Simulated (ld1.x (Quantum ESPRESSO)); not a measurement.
**Ta: excitation energies, all-electron against TM**

tantalum, norm-conserving Troullier–Martins (Kleinman–Bylander form), made with ld1.x (Quantum ESPRESSO) 7.5 (PBE, fully relativistic). Core [Xe] 4f14, reference 5d3 6s1.5 6p0.5. Waves: 6p (bound): rc 2.70 bohr; 5d (bound): rc 2.30 bohr; 6s (bound): rc 2.95 bohr. Local part: the s channel. Core correction: Bessel-smoothed model core inside 2.20 bohr.

Open shells are filled in proportion to 2j + 1 (rel_dist='average').

Energies are relative to the spin-unpolarised reference configuration 5d3 6s1.5 6p0.5; without spin polarisation the order of configurations can differ from experiment.

```
valence configuration  charge  ΔE all-electron (eV)  error AE − PS (meV)
          5d3 6s2 6p0       0                -2.041                 -0.7
          5d3 6s1 6p0      +1                 6.431                 -4.1
          5d3 6s0 6p0      +2                21.404                  -32
          5d1 6s0 6p0      +4                80.014                 -775
      5d3.5 6s1.5 6p0       0                -1.054                  -14
          5d2 6s2 6p1       0                 0.906                  -75
        5d3 6s1.5 6p0    +0.5                 1.423                 -0.7
```
